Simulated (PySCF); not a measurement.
CH$_{2}$NO, doublet, geometry from GFN2-xTB. Base run: DF-M062X/def2-TZVP run with PySCF.

PySCF was given this input:
```python
from pyscf import gto, scf, dft

mol = gto.M(
    atom='''
N     0.859867   -0.693437   -0.054112
C    -0.355232   -0.279228    0.064013
O    -0.540507    0.942596   -0.003299
H     1.584245    0.002176   -0.193940
H    -1.147866   -1.013518    0.215038
''',
    basis='def2-tzvp',
    charge=0,
    spin=1,
    verbose=3,
)

mf = dft.UKS(mol)
mf.xc = 'm062x'
mf = mf.density_fit(auxbasis='def2-universal-jkfit')
mf.kernel()
mf.analyze()
```

Each row names what was changed in the base input (with any setting that the change needs).

```tsv
change	ΔE vs base (µEh)	grid points	electrons on the grid
base	0.0	61720	22.99999
grids.atom_grid = (75, 302)	0.6	71784	22.99999
grids.prune = dft.gen_grid.treutler_prune	-86.7	53728	22.99999
grids.radi_method = gauss_chebyshev	0.8	60464	22.99999
grids.level = 7	7.8	358464	23.00000
grids.level = 5	8.4	175152	23.00000
grids.atom_grid = (50, 194)	-25.5	32672	22.99997
grids.atom_grid = (99, 590)	7.6	159504	23.00000
grids.level = 1	473	20424	22.99997
grids.prune = dft.gen_grid.sg1_prune	-50.2	27656	22.99994
grids.becke_scheme = stratmann	-5.1	61720	22.99999
```

Open shells are given as the SCF converged; they aren't shown to be the lowest states, and a large step between rows can be another state.
